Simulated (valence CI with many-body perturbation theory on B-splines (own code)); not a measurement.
## Which ion has this spectrum?

A relativistic CI+MBPT calculation for an atom or ion with 33 electrons gives these levels (cm⁻¹):

| J | Parity | E | g |
| --- | --- | --- | --- |
| 3/2 | odd | 0 | 1.42 |
| 3/2 | odd | 232015 | 1.43 |
| 5/2 | odd | 264273 | 1.20 |
| 1/2 | odd | 305189 | 0.66 |
| 3/2 | odd | 541858 | 1.28 |
| 5/2 | even | 757424 | 1.51 |
| 3/2 | even | 828795 | 1.12 |
| 1/2 | even | 851185 | 2.25 |
| 3/2 | even | 906966 | 0.89 |
| 5/2 | even | 970438 | 1.19 |
| 3/2 | even | 1016010 | 1.41 |
| 5/2 | even | 1055144 | 1.27 |
| 1/2 | even | 1084969 | 0.85 |
| 3/2 | even | 1085355 | 1.03 |

The energies are calculated, and their last digits are not significant.

Which is it?
A. Pr26+
B. Pm28+
C. Sm29+
D. Nd27+

B. Pm28+, ground level (4s^2 4p1/2^2 4p3/2) J=3/2.
